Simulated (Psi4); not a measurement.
C4H3S, doublet (typed; the unrestricted solution is spin-contaminated), at a GFN2-xTB geometry; MP2/cc-pVTZ (Psi4).

Here is a job for Psi4.
```
memory 2 GB

molecule mol {
0 2
S    -0.004261    0.013358    1.148053
C     0.019290    1.290200   -0.067535
C    -0.017288   -1.194830   -0.085886
C     0.015705    0.730941   -1.268439
C    -0.004656   -0.668486   -1.339947
H     0.033109    2.310608    0.249309
H    -0.033643   -2.228570    0.199628
H    -0.009603   -1.242711   -2.246940
}

set {
  basis cc-pvtz
  reference uhf
  freeze_core true
}

energy('mp2')
print_variables()
```

What the program printed (banner, timings and long lists left out):

```
    SCF Algorithm Type (re)set to DF.

   => Loading Basis Set <=

    Name: CC-PVTZ
    Role: ORBITAL
    Keyword: BASIS

         ---------------------------------------------------------
                                   SCF
               by Justin Turney, Rob Parrish, Andy Simmonett
                          and Daniel G. A. Smith
                              UHF Reference
         ---------------------------------------------------------

  ==> Geometry <==

    Molecular point group: c1
    Full point group: C1

    Geometry (in Angstrom), charge = 0, multiplicity = 2:

       Center              X                  Y                   Z               Mass
    ------------   -----------------  -----------------  -----------------  -----------------
         S           -0.004383448527    -0.000512956634     1.126944930046    31.972071174400
         C            0.019167551473     1.276329043366    -0.088643069954    12.000000000000
         C           -0.017410448527    -1.208700956634    -0.106994069954    12.000000000000
         C            0.015582551473     0.717070043366    -1.289547069954    12.000000000000
         C           -0.004778448527    -0.682356956634    -1.361055069954    12.000000000000
         H            0.032986551473     2.296737043366     0.228200930046     1.007825032230
         H           -0.033765448527    -2.242440956634     0.178519930046     1.007825032230
         H           -0.009725448527    -1.256581956634    -2.268048069954     1.007825032230

  Running in c1 symmetry.

  Rotational constants: A =      0.27885  B =      0.19013  C =      0.11305 [cm^-1]
  Rotational constants: A =   8359.72403  B =   5699.99524  C =   3389.14215 [MHz]
  Nuclear repulsion =  193.341966004434028

  Charge       = 0
  Multiplicity = 2
  Electrons    = 43
  Nalpha       = 22
  Nbeta        = 21

  ==> Algorithm <==

  SCF Algorithm Type is DF.
  DIIS enabled.
  MOM disabled.
  Fractional occupation disabled.
  Guess Type is SAD.
  Energy threshold   = 1.00e-08
  Density threshold  = 1.00e-08
  Integral threshold = 1.00e-12

  ==> Primary Basis <==

  Basis Set: CC-PVTZ
    Blend: CC-PVTZ
    Number of shells: 70
    Number of basis functions: 196
    Number of Cartesian functions: 224
    Spherical Harmonics?: true
    Max angular momentum: 3

   => Loading Basis Set <=

    Name: (CC-PVTZ AUX)
    Role: JKFIT
    Keyword: DF_BASIS_SCF

  ==> Integral Setup <==

  SCF_SUBTYPE=INCORE selected. In-core MEM_DF algorithm will be used.
  Using in-core AOs.

  ==> MemDFJK: Density-Fitted J/K Matrices <==

    J tasked:                   Yes
    K tasked:                   Yes
    wK tasked:                   No
    Algorithm:                 Core
    Schwarz Cutoff:           1E-12
    Mask sparsity (%):       0.8798
    Fitting Condition:        1E-10

   => Auxiliary Basis Set <=

  Basis Set: (CC-PVTZ AUX)
    Blend: CC-PVTZ-JKFIT
    Number of shells: 167
    Number of basis functions: 527
    Number of Cartesian functions: 634
    Spherical Harmonics?: true
    Max angular momentum: 4

  Minimum eigenvalue in the overlap matrix is 2.3935101876E-04.
  Reciprocal condition number of the overlap matrix is 3.2659360108E-05.
    Using symmetric orthogonalization.

  ==> Pre-Iterations <==

  SCF Guess: Superposition of Atomic Densities via on-the-fly atomic UHF (no occupation information).

   -------------------------
    Irrep   Nso     Nmo
   -------------------------
     A        196     196
   -------------------------
    Total     196     196
   -------------------------

  ==> Iterations <==

                           Total Energy        Delta E     RMS |[F,P]|

   @DF-UHF iter SAD:  -550.42190363207146   -5.50422e+02   0.00000e+00
   @DF-UHF iter   1:  -550.57684550482531   -1.54942e-01   2.34108e-03 ADIIS/DIIS
   @DF-UHF iter   2:  -550.67232293945256   -9.54774e-02   1.47104e-03 ADIIS/DIIS
   @DF-UHF iter   3:  -550.71838006860173   -4.60571e-02   3.08461e-04 ADIIS/DIIS
[...]
      22A     -0.334243

    Alpha Virtual:

[...]
    Beta Occupied:

[...]
    Beta Virtual:

[...]
     196A     14.404012

    Final Occupation by Irrep:
              A
    DOCC [    21 ]
    SOCC [     1 ]
    NA   [    22 ]
    NB   [    21 ]

  @DF-UHF Final Energy:  -550.72889499214375

   => Energetics <=

    Nuclear Repulsion Energy =            193.3419660044340276
    One-Electron Energy =               -1139.4309654276744368
    Two-Electron Energy =                 395.3601044310966586
    Total Energy =                       -550.7288949921437506

  UHF NO Occupations:
  HONO-2 :   20  A 1.9578781
  HONO-1 :   21  A 1.8745585
  HONO-0 :   22  A 1.0000000
  LUNO+0 :   23  A 0.1254415
  LUNO+1 :   24  A 0.0421219
  LUNO+2 :   25  A 0.0043046
  LUNO+3 :   26  A 0.0018413

Computation Completed

Properties will be evaluated at   0.000000,   0.000000,   0.000000 [a0]

Properties computed using the SCF density matrix

 Multipole Moments:

 ------------------------------------------------------------------------------------
     Multipole            Electronic (a.u.)      Nuclear  (a.u.)        Total (a.u.)
 ------------------------------------------------------------------------------------

 L = 1.  Multiply by 2.5417464519 to convert [e a0] to [Debye]
 Dipole X            :          0.0078445           -0.0099632           -0.0021186
 Dipole Y            :          0.9456435           -1.1271198           -0.1814763
 Dipole Z            :          1.5715060           -1.7151986           -0.1436926
 Magnitude           :                                                    0.2314859

 ------------------------------------------------------------------------------------

  //>>>>>>>>>>>>>>>>>>>>>>>>>>>>>>>>>>>//
  //               DFMP2               //
  //<<<<<<<<<<<<<<<<<<<<<<<<<<<<<<<<<<<//

   => Loading Basis Set <=

    Name: (CC-PVTZ AUX)
    Role: RIFIT
    Keyword: DF_BASIS_MP2

	 --------------------------------------------------------
	                          DF-MP2
	      2nd-Order Density-Fitted Moller-Plesset Theory

	        Rob Parrish, Justin Turney, Andy Simmonett,
	           Ed Hohenstein, and C. David Sherrill
	 --------------------------------------------------------

	 --------------------------------------------------------
	                 NBF =   196, NAUX =   536
	 --------------------------------------------------------
	   CLASS    FOCC     OCC    AOCC    AVIR     VIR    FVIR
	   ALPHA       9      22      13     174     174       0
	    BETA       9      21      12     175     175       0
	 --------------------------------------------------------

	-----------------------------------------------------------
	 ==================> DF-MP2 Energies <====================
	-----------------------------------------------------------
	 Reference Energy          =    -550.7288949921437506 [Eh]
	 Singles Energy            =      -0.0000000000000000 [Eh]
	 Same-Spin Energy          =      -0.1938487699359708 [Eh]
	 Opposite-Spin Energy      =      -0.5532000821767521 [Eh]
	 Correlation Energy        =      -0.7470488521127230 [Eh]
	 Total Energy              =    -551.4759438442564488 [Eh]
	-----------------------------------------------------------
	 ================> DF-SCS-MP2 Energies <==================
	-----------------------------------------------------------
	 SCS Same-Spin Scale       =       0.3333333333333333 [-]
	 SCS Opposite-Spin Scale   =       1.2000000000000000 [-]
	 SCS Same-Spin Energy      =      -0.0646162566453236 [Eh]
	 SCS Opposite-Spin Energy  =      -0.6638400986121025 [Eh]
	 SCS Correlation Energy    =      -0.7284563552574261 [Eh]
	 SCS Total Energy          =    -551.4573513474011861 [Eh]
	-----------------------------------------------------------

  Variable Map:
  ----------------------------------------------------------------------------
[...]
  Array Variable Map:
  ----------------------------------------------------------------------------
[...]
[...]
```
